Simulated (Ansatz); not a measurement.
Isolated molecules relaxed with PBE0-D4/def2-TZVP in Ansatz; ΔE leaves out vibrations. CCSD(T)/CBS is the MP2 limit (def2-TZVPP, def2-QZVPP) plus CCSD(T) − MP2 in def2-TZVPP, frozen cores. DFT in def2-TZVPP. B3LYP here is the variant with VWN-RPA as its local correlation; programs differ in this. Elements past krypton have def2 core potentials. For Br, In outer-core shells are correlated without core-valence functions, which leaves a few kJ/mol of doubt a bond. Scalar relativity is left out up to krypton. One conformer a species, not always the lowest.

Consider the redistribution: `[SH][In]([Br])[Br]` + `[OH][InH][Br]` → `[OH][In]([SH])[Br]` + `[Br][InH][Br]`.

```json
{"level": "PBE-D4", "ΔE (kcal/mol)": "-0.8", "difference from CCSD(T)/CBS": "-0.2"}
{"level": "r2SCAN-D4", "ΔE (kcal/mol)": "-0.9", "difference from CCSD(T)/CBS": "-0.3"}
{"level": "PBE0-D4", "ΔE (kcal/mol)": "-0.9", "difference from CCSD(T)/CBS": "-0.3"}
{"level": "B3LYP-D4", "ΔE (kcal/mol)": "-0.7", "difference from CCSD(T)/CBS": "-0.1"}
{"level": "ωB97X-V", "ΔE (kcal/mol)": "-0.9", "difference from CCSD(T)/CBS": "-0.3"}
{"level": "ωB97M-V", "ΔE (kcal/mol)": "-0.9", "difference from CCSD(T)/CBS": "-0.3"}
{"level": "B2PLYP", "ΔE (kcal/mol)": "-0.8", "difference from CCSD(T)/CBS": "-0.2"}
{"level": "PBE", "ΔE (kcal/mol)": "-1.0", "difference from CCSD(T)/CBS": "-0.4"}
{"level": "r2SCAN", "ΔE (kcal/mol)": "-0.9", "difference from CCSD(T)/CBS": "-0.3"}
{"level": "PBE0", "ΔE (kcal/mol)": "-1.0", "difference from CCSD(T)/CBS": "-0.4"}
{"level": "B3LYP", "ΔE (kcal/mol)": "-1.0", "difference from CCSD(T)/CBS": "-0.4"}
{"level": "HF/def2-TZVPP", "ΔE (kcal/mol)": "-1.3", "difference from CCSD(T)/CBS": "-0.7"}
{"level": "MP2/def2-TZVPP", "ΔE (kcal/mol)": "-0.5", "difference from CCSD(T)/CBS": "0.1"}
{"level": "SCS-MP2/def2-TZVPP", "ΔE (kcal/mol)": "-0.6", "difference from CCSD(T)/CBS": "0.0"}
{"level": "CCSD/def2-TZVPP", "ΔE (kcal/mol)": "-0.8", "difference from CCSD(T)/CBS": "-0.2"}
{"level": "CCSD(T)/def2-TZVPP", "ΔE (kcal/mol)": "-0.7", "difference from CCSD(T)/CBS": "-0.1"}
{"level": "HF/def2-QZVPP", "ΔE (kcal/mol)": "-1.2", "difference from CCSD(T)/CBS": "-0.6"}
{"level": "MP2/def2-QZVPP", "ΔE (kcal/mol)": "-0.4", "difference from CCSD(T)/CBS": "0.2"}
{"level": "SCS-MP2/def2-QZVPP", "ΔE (kcal/mol)": "-0.5", "difference from CCSD(T)/CBS": "0.1"}
{"level": "HF/CBS(def2)", "ΔE (kcal/mol)": "-1.2", "difference from CCSD(T)/CBS": "-0.6"}
{"level": "MP2/CBS(def2)", "ΔE (kcal/mol)": "-0.4", "difference from CCSD(T)/CBS": "0.2"}
{"level": "CCSD/CBS(def2)", "ΔE (kcal/mol)": "-0.7", "difference from CCSD(T)/CBS": "-0.1"}
{"level": "CCSD(T)/CBS", "ΔE (kcal/mol)": "-0.6", "difference from CCSD(T)/CBS": "0"}
```

Largest T1 diagnostic among the species: 0.014.
